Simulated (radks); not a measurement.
Values are calculated unless marked as measured or tabulated.
Question: All-electron atom: S I in [Ne] 3s1 3p4 4p1 (not the ground configuration). Code: a radial shooting solver on a logarithmic mesh with Libxc functionals. Model: non-relativistic Kohn-Sham, PBEsol, spin-polarised, spherical densities, point nucleus; open shells are filled with parallel spins first. Some entries of the table are withheld. Estimate them.

orbital,occ.,eigenvalue (hartree),<1/r> (bohr^-1),r(max) (bohr)
1s up,1,-88.28259,15.54,0.06378
1s down,1,-88.26200,15.54,0.06378
2s up,1,-8.03730,3.042,0.3904
2s down,1,-8.01518,3.043,0.3907
2p up,3,-6.06759,2.951,0.3263
2p down,3,-6.04075,2.952,0.3267
3s up,1,-0.92677,0.8463,1.389
3s down,0,-0.79096,0.8330,1.396
3p up,3,(1),0.7293,1.531
3p down,1,(2),0.6985,1.565
4p up,1,-0.05295,0.1701,6.473

Answer: 
(1) 3p up eigenvalue (hartree): -0.52755
(2) 3p down eigenvalue (hartree): -0.40536
